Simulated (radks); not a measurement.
Values are calculated unless marked as measured or tabulated.
Pd2+, 44 electrons, occupied as [Ar] 3d10 4s2 4p5 4d8 5p1 (not the ground configuration).

Level of theory: scalar-relativistic Kohn-Sham, PBEsol, spin-polarised, spherical densities, point nucleus; open shells are filled with parallel spins first (spin-orbit coupling, left out, can overturn this in heavy ions) (a radial shooting solver on a logarithmic mesh with Libxc functionals).

Energy parts (eV):
total: -137146.598
kinetic: 142249.909
electron-nucleus: -330061.487
Hartree: 54480.500
exchange-correlation: -3815.521

Orbitals (lengths in bohr, moments of r in powers of bohr; r(max) is where P^2 peaks):
orbital,occ.,eigenvalue (eV),<r>,r(max)
1s up,1,-24188.44,0.03186,0.02066
1s down,1,-24188.18,0.03186,0.02066
2s up,1,-3561.712,0.1384,0.1169
2s down,1,-3561.160,0.1384,0.1169
2p up,3,-3197.563,0.1207,0.09341
2p down,3,-3197.018,0.1206,0.09341
3s up,1,-670.3657,0.3795,0.3419
3s down,1,-669.8725,0.3794,0.3420
3p up,3,-550.6983,0.3789,0.3350
3p down,3,-550.1439,0.3787,0.3351
3d up,5,-360.4785,0.3577,0.2821
3d down,5,-359.7987,0.3575,0.2822
4s up,1,-119.2544,0.9352,0.8476
4s down,1,-116.4721,0.9353,0.8468
4p up,3,-84.5084,1.020,0.9030
4p down,2,-81.7456,1.021,0.9026
4d up,5,-34.4531,1.301,1.051
4d down,3,-31.8950,1.312,1.054
5p up,1,-16.7698,2.931,2.584
5p down,0,-15.1227,2.975,2.620

The highest occupied level is 5p up at -16.770 eV. Spin moment in Bohr magnetons: 4. Summed over all electrons, <r^2> = 36.76 bohr^2, which gives a Langevin (diamagnetic) susceptibility term of -29.1 x 10^-6 cm^3/mol. The density falls to 0.001 e/bohr^3 at r = 3.98 bohr.
